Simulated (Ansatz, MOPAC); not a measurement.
Molecule: C2H9P2Si (charge 0, doublet). SMILES: [CH2][Si](C)(P)P
Coordinates optimised at B3LYP-D3(BJ)/def2-TZVP (Ansatz, a quantum-chemistry and plane-wave program):
```xyz
14

C     -0.6822     1.5751    -1.2287
Si    -0.3721     0.1188    -0.1614
C     -1.9314    -0.8923     0.0898
P      1.2103    -1.2609    -1.0550
P      0.3743     0.8540     1.8572
H     -1.5658     1.6680    -1.8514
H      0.0443     2.3705    -1.3527
H     -2.3185    -1.2494    -0.8671
H     -2.7065    -0.2911     0.5688
H     -1.7360    -1.7622     0.7191
H      0.6901    -1.2359    -2.3768
H      2.1427    -0.2204    -1.2980
H      1.0169    -0.3664     2.1957
H      1.5552     1.4313     1.3209
```
Charge 0, spin multiplicity 2.

Quantity: enthalpy of formation at 298 K, in kcal/mol. Conventions: six Cartesian d functions in 6-31G* and its kin unless marked 5d; valence correlation only; no dispersion term unless named; 6-311+G** with 5d, 6d on Na to Ar in Ansatz; non-relativistic; spin-orbit terms left out; open shells spin-unrestricted. CBS marks a two-point X^-3 extrapolation of the correlation energy; Hartree-Fock from the larger set. First-principles rows: single points at B3LYP-D3(BJ) geometries (Ansatz), with unscaled harmonic terms from B3LYP/6-31G* (Ansatz) at its own minima, enthalpies of formation by atomisation with measured atoms. Semi-empirical rows: MOPAC heats of formation at their own minima for 298 K.

Coupled cluster (Ansatz) is a level with limits of its own, used here on species with T1 under 0.025 (0.045 for open shells) and stable references: CCSD(T)/CBS(cc-pV(T+d)Z,cc-pV(Q+d)Z).

Value to compare with, CCSD(T)/CBS(cc-pV(T+d)Z,cc-pV(Q+d)Z) (Ansatz): 23.4 kcal/mol.

```
level                        program  enthalpy of formation at 298 K (kcal/mol)  difference
--------------------  --------------  -----------------------------------------  ----------
PM6                            MOPAC                                     -241.6      -265.0
MNDO                           MOPAC                                        2.9       -20.5
HF/3-21G                      Ansatz                                      413.0       389.6
HF/6-311+G**                  Ansatz                                      326.9       303.5
B3LYP/6-31G*                  Ansatz                                       44.5        21.1
B3LYP/6-31G**                 Ansatz                                       34.9        11.5
MP2/STO-3G                    Ansatz                                      -41.5       -64.9
r2SCAN-D4/def2-TZVPD  Ansatz + dftd4                                       17.4        -6.0
B3LYP/def2-TZVPD              Ansatz                                       31.8         8.4
PBE0/def2-TZVPD               Ansatz                                       27.8         4.4
```

Among the 7 habitual levels, HF/3-21G lies farthest from CCSD(T)/CBS(cc-pV(T+d)Z,cc-pV(Q+d)Z) (Ansatz) (389.6 kcal/mol) and B3LYP/6-31G** nearest (11.5); 4 of 7 lie above it, and their mean absolute difference is 153.7 kcal/mol, the median 64.9. One case shows no general order.

The levels are drawn from those run, B3LYP/6-31G* more often than the rest, none by its result; left out are runs that failed, that the program found above a lower state of the same kind, or whose <S^2> lies over 0.5 above the pure value.
